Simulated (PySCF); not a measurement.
A database entry of computed molecular properties. Lists by class give the value and the number of equivalent atoms.

```json
{
 "formula": "C6H9PSi",
 "smiles": "Cc1cpcc([SiH3])c1",
 "charge": 0,
 "multiplicity": 1,
 "geometry_level": "GFN2-xTB",
 "atoms_angstrom": [
  ["C", -2.533, -0.74, 0.325],
  ["C", -1.316, 0.121, 0.139],
  ["C", -1.45, 1.496, 0.082],
  ["P", -0.163, 2.635, -0.134],
  ["C", 1.184, 1.552, -0.231],
  ["C", 1.131, 0.169, -0.15],
  ["Si", 2.723, -0.849, -0.25],
  ["C", -0.076, -0.499, 0.026],
  ["H", -2.673, -1.384, -0.543],
  ["H", -3.427, -0.135, 0.455],
  ["H", -2.413, -1.38, 1.199],
  ["H", -2.445, 1.916, 0.177],
  ["H", 2.153, 2.017, -0.37],
  ["H", 3.044, -1.35, 1.09],
  ["H", 2.499, -1.976, -1.158],
  ["H", 3.807, -0.001, -0.744],
  ["H", -0.053, -1.58, 0.078]
 ],
 "electronic_structure_code": "PySCF",
 "results": {
  "GFN2-xTB geometry": {
   "rotational_constants_GHz": [2.044, 1.09, 0.72]
  },
  "CAM-B3LYP/def2-SVPD ground state and vertical TDDFT (core frozen in the response)": {
   "dipole_D": 1.74,
   "homo_eV": -8.17,
   "lumo_eV": -0.52,
   "S1_eV": 4.74,
   "strongest_line_of_8_singlets_eV": 6.45,
   "T1_tda_eV": 3.15,
   "polarisability_au": 121.2,
   "r2_bohr2_about_centre_of_nuclear_charge": 1569.6,
   "singlets_eV_and_f": [
    [4.74, 0.008],
    [4.93, 0.018],
    [5.08, 0.085],
    [5.59, 0.0],
    [5.93, 0.391],
    [5.98, 0.001],
    [6.45, 0.503],
    [6.62, 0.005]
   ],
   "triplets_tda_eV": [3.15, 4.06, 4.16]
  },
  "PBE0/pcSseg-1 ground state and GIAO shieldings, non-relativistic": {
   "shift_vs_computed_TMS_C_by_class_ppm": [
    [170.0, 1],
    [165.5, 1],
    [146.0, 1],
    [141.7, 1],
    [141.5, 1],
    [28.6, 1]
   ],
   "shift_vs_computed_TMS_H_by_class_ppm": [
    [9.29, 1],
    [9.03, 1],
    [7.82, 1],
    [4.62, 3],
    [2.68, 3]
   ],
   "shielding_other_nuclei_by_class_ppm": [
    ["Si", 412.2, 1],
    ["P", 84.4, 1]
   ],
   "charges_hirshfeld_e_by_atom": [-0.11, 0.02, -0.11, 0.09, -0.11, -0.09, 0.31, -0.05, 0.05, 0.05, 0.05, 0.04, 0.04, -0.08, -0.08, -0.07, 0.05]
  }
 }
}
```

In atomic units the dipole is 0.68 e·bohr (1 au = 2.5417 D). With B = h/(8π²I), that is 505.379 GHz u Å² over I, the principal moments of inertia are 247.3, 463.6 and 702.0 u Å² (most abundant isotopes).

Geometry: GFN2-xTB; no solvent or vibrations. GFN2-xTB frequencies show an imaginary mode (29i cm⁻¹), so this geometry is no minimum at that level. NMR classes are plain means over equivalent atoms (diastereotopic ones count apart unless rotation or inversion swaps them), as if these changed places fast; in this geometry the members of some classes differ.
